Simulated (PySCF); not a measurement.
SMILES [OH][Al]([OH])[OH] (H3AlO3), singlet (PBE0/def2-SVP optimised geometry):

```
7

Al    -0.211    -0.399     0.000
O     -1.057    -1.868     0.000
H     -2.014    -1.927    -0.001
O     -1.059     1.070     0.000
H     -0.631     1.927    -0.002
O      1.485    -0.399     0.000
H      2.014    -1.198     0.002
```

Computed with PBE0/def2-TZVP (PySCF).

What are the frontier orbital energies and the dipole moment?

HOMO-2 -9.69 eV, HOMO-1 -9.00 eV, HOMO -9.00 eV, LUMO -0.45 eV, LUMO+1 1.05 eV; dipole moment 0.00 D.

Meta-Löwdin charges at PBE0/def2-TZVP: Al1 1.32, O2 -0.80, H3 0.36, O4 -0.80, H5 0.36, O6 -0.80, H7 0.36.
